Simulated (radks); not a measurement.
Coulomb parameter of the 5d shell of neutral rhenium in the model configuration [Xe] 4f14 5d3 6s2 6p2, as a second difference U = [E(n + 0.5) + E(n - 0.5) - 2 E(n)] / (0.5)^2 with all orbitals relaxed. "Bare": the charge of the atom changes with n. "Screened": the 6p shell takes up the change at fixed total charge, which measures U(5d,5d) + U(6p,6p) - 2 U(5d,6p). Calculated with a radial shooting solver on a logarithmic mesh with Libxc functionals: Dirac Kohn-Sham, BLYP, spin-unpolarised, spherical densities, finite nucleus; open shells are shared between the two j in proportion to 2j + 1; Fermi nuclear charge, rms radius 5.3698 fm.

| case | configuration | E - E(n) (eV) |
|---|---|---|
| start | [Xe] 4f14 5d3 6s2 6p2 | 0.000 |
| bare +0.5 | [Xe] 4f14 5d3.5 6s2 6p2 | -4.628 |
| bare -0.5 | [Xe] 4f14 5d2.5 6s2 6p2 | 6.877 |
| screened +0.5 | [Xe] 4f14 5d3.5 6s2 6p1.5 | -3.813 |
| screened -0.5 | [Xe] 4f14 5d2.5 6s2 6p2.5 | 4.370 |

U(bare) = 8.996 eV, U(screened by 6p) = 2.228 eV, against the Slater integral F0(5d,5d) = 14.047 eV with frozen orbitals. The step up makes a negative ion, whose loosely bound charge lowers the bare value.
